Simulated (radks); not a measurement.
Valence configurations of Ca II (all share [Ar]). Method: non-relativistic Kohn-Sham, LDA (Slater exchange, Perdew-Wang correlation), spin-unpolarised, spherical densities, point nucleus; computed with a radial shooting solver on a logarithmic mesh with Libxc functionals. Energies are relative to 4s1; eigenvalues in eV.

valence,E (eV),e(3d),e(4p),e(4s)
4s1,0.000,-,-,-9.133
3d0.5 4s0.5,0.430,-7.151,-,-8.402
3d1,1.205,-5.898,-,-
4s0.5 4p0.5,1.532,-,-6.365,-9.435
4p1,3.072,-,-6.623,-

NIST lists [Ar] 4s1 as the ground configuration; this level of theory agrees among the configurations tried. The energies are those of spherical spin-averaged densities, not of single terms.
